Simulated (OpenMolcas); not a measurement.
## How basis sets differ on SnH2F (SMILES [F][SnH2])

The species is SnH2F (4 atoms), meant as a doublet with charge 0. SMILES: `[F][SnH2]`. Geometry: relaxed at PBE0-D4/def2-TZVP.

```xyz
4

F     0.0000    0.0000    0.0000
Sn    0.0000    0.0000    1.9318
H     1.6799    0.0000    2.3299
H    -0.7950   -1.4798    2.3300
```

Quantity: the dipole moment, in D. The values are calculated.

| level | kind | program | value (D) | CPU time |
| --- | --- | --- | --- | --- |
| ROHF/ANO-R0 (sfX2C) | Hartree–Fock | OpenMolcas | 2.25 | 3.2 s |
| UHF/STO-3G | Hartree–Fock | OpenMolcas | 2.10 | 2.1 s |
| UHF/3-21G | Hartree–Fock | OpenMolcas | 3.17 | 2.2 s |
| UHF/def2-TZVPP (core potential) | Hartree–Fock | OpenMolcas | 3.08 | 17 s |

All-electron rows without a relativistic Hamiltonian named are non-relativistic, while core potentials hold scalar relativity, so basis and relativity change together. The values span 2.10 to 3.17 D. Magnitudes only. Sets without polarisation functions give poor dipoles. Times are those of the runs behind each value, whatever else they computed, on shared processors of several kinds: orders of magnitude only.
